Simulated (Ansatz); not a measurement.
`C(=C/c1ccccc1)/c1ccccc1`, 26 atoms. Total charge 0; spin multiplicity 1. Hardware: A = 4 threads of an AMD EPYC 7R13 on a shared host and a share of an NVIDIA H100 80 GB; B = 4 threads of an AMD EPYC 7R13 on a shared host. Correlated methods freeze the cores.

(1) How many basis functions does each run have, and how long does it take in Ansatz? RHF-CCSD(T)/def2-TZVPP energy [A]; RKS PBE0-D4/def2-QZVPP energy [A]; RHF-CCSD(T)/def2-SVP energy [A]; direct RPA on PBE orbitals/def2-TZVPP energy [A]; RKS r2SCAN0-D4/def2-TZVPP energy [A]; RKS PBE0-D4/def2-TZVP relaxation (10 steps) [A]; RKS B97M-V/def2-TZVPP energy [A]; RKS ωB97M-V/def2-SVP energy [B]; RKS r2SCANh-D4/def2-TZVPP energy [A]; RHF-MP2/def2-QZVPP energy [A]; RKS ωB97M-V/def2-QZVPP energy [A]; RKS PBE0-D4/def2-SVP energy [B]. (An estimate is asked.)

## Answers

(1) Computed: Other jobs shared the machine, so times are rough.

```csv
level,job,functions,wall time,peak host memory (GiB)
direct RPA on PBE orbitals/def2-TZVPP,energy [A],602,3.7 s,3.9
RKS PBE0-D4/def2-QZVPP,energy [A],1158,3.9 s,1.8
RKS r2SCAN0-D4/def2-TZVPP,energy [A],602,4.8 s,1.7
RKS r2SCANh-D4/def2-TZVPP,energy [A],602,4.9 s,1.7
RHF-CCSD(T)/def2-SVP,energy [A],256,5.5 s,1.7
RKS PBE0-D4/def2-SVP,energy [B],256,6 s,1.7
RKS ωB97M-V/def2-QZVPP,energy [A],1158,6.5 s,1.9
RKS B97M-V/def2-TZVPP,energy [A],602,6.5 s,1.7
RKS ωB97M-V/def2-SVP,energy [B],256,16 s,1.8
RHF-MP2/def2-QZVPP,energy [A],1158,23 s,18
RKS PBE0-D4/def2-TZVP,relaxation (10 steps) [A],506,35 s,1.7
RHF-CCSD(T)/def2-TZVPP,energy [A],602,6.1 min,3.7
```
